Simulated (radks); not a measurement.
Species: Pd+. Configuration: [Kr] 4d9 (the NIST ground configuration). Method: scalar-relativistic Kohn-Sham, PBE, spin-polarised, spherical densities, point nucleus; open shells are filled with parallel spins first (spin-orbit coupling, left out, can overturn this in heavy ions); hard spherical wall at 8 bohr; computed with a radial shooting solver on a logarithmic mesh with Libxc functionals.

Normalised radial functions P(r) = r R(r), r in bohr:

```
   r/bohr * 5s down (the largest magnitude, 0.65, reaches the edge; | marks zero)
 0.001674                             |*
 0.002558                             |*
 0.003909                             | *
 0.005973                             | *
 0.009127                             |  *
  0.01395                             |  *
  0.02131                             |  *
  0.03256                             |*
  0.04976                           * |
  0.07604                        *    |
   0.1153                         *   |
   0.1761                             | *
   0.2691                             |       *
   0.4112                             | *
   0.6284                  *          |
   0.9603                     *       |
    1.467                             |            *
    2.242                             |                          *
    3.426                             |                     *
    5.235                             |       *
        8                             *
```

5s down (empty): eigenvalue -10.867 eV, 4 radial nodes at r = 0.0400, 0.160, 0.438, 1.15 bohr, <r> = 2.89 bohr, 90 % of the charge inside 4.28 bohr.
